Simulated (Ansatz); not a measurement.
Ansatz (a program for electronic structure) input (wB97X-V/def2-TZVPD):

Ansatz 0.2 input:
```yaml
crystal:
  periodic: [false, false, false]
  atoms:
    - {symbol: Mo, position_ang: [-0.00000000, -0.00000000, -0.26259173]}
    - {symbol: O, position_ang: [0.00000000, 0.00000000, 1.37860660]}
basis:
  gaussian:
    orbitals: def2-TZVPD
hamiltonian:
  xc: {name: wB97X-V}
magnetization: {spin_polarized: true, initial_magnetization: 2}
output: {forces: true}
```

Output:

```
Functional definition: wB97X-V
integrals: 0.03 GiB planned
524 factors; their error is unknown
integrals: 0.06 GiB planned
136 factors; integrals over basis functions are off by at most 3.0e-5 eV
mean field: 0.36 GiB planned
mean field evaluation 1: about -3893.1854 eV, gradient 4.1e1 eV
mean field evaluation 2: about -3844.7846 eV, gradient 1.3e2 eV
mean field evaluation 4: about -3899.3747 eV, gradient 2.1e0 eV
mean field evaluation 8: about -3899.4295 eV, gradient 1.3e-1 eV
mean field evaluation 16: about -3899.4886 eV, gradient 2.3e-3 eV
mean field evaluation 32: about -3899.4885 eV, gradient 6.1e-1 eV
mean field evaluation 64: about -3899.4886 eV, gradient 3.2e-6 eV
mean field -3899.49149552 eV, -143.3036692902 hartree, gradient 7.2e-6 eV, S^2 2.194548; 7 other end points of the search recorded, 0 dependent functions left out
the calculation of the forces begins
reference -3899.49149463 eV, -143.3036692575 hartree; 12, 10 occupied and 68, 70 virtual orbitals, 524 factors
Total energy: -3899.49149463 eV, -143.3036692575 hartree
Atom 0 at    -0.000000    -0.000000    -0.262592 Å, force    -0.000002    -0.000002     0.677820 eV/Å
Atom 1 at     0.000000     0.000000     1.378607 Å, force     0.000002     0.000002    -0.677820 eV/Å
Dipole moment:    -0.022881    -0.018159    -0.448794 e Å
```

The spin state was set by rule; other spins were not relaxed.

The determinant is spin-contaminated: <S^2> is 2.19 against 2.00 for a pure state.
